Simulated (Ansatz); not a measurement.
Ansatz (a first-principles code) input:

Ansatz 0.2 input:
```yaml
crystal:
  periodic: [false, false, false]
  atoms:
    - {symbol: Nb, position_ang: [0.25518213, 0.01137352, 0.33113971]}
    - {symbol: O, position_ang: [1.66745752, -0.74959079, -0.27256221]}
    - {symbol: O, position_ang: [-0.49293576, -1.09630023, 1.40418347]}
    - {symbol: Cl, position_ang: [-1.16815539, 0.84122434, -1.33115871]}
basis:
  gaussian:
    orbitals: def2-TZVP
hamiltonian:
  xc: b3lyp
  dispersion: d3bj
phonons: {temperatures: {t_min: 298.15, t_max: 298.15, t_step: 100}}
```

Which total energy does the run end on?

-667.89499 Eh (B3LYP-D3(BJ)/def2-TZVP). The basis has 139 functions. The run takes around 50 core-seconds (rough).
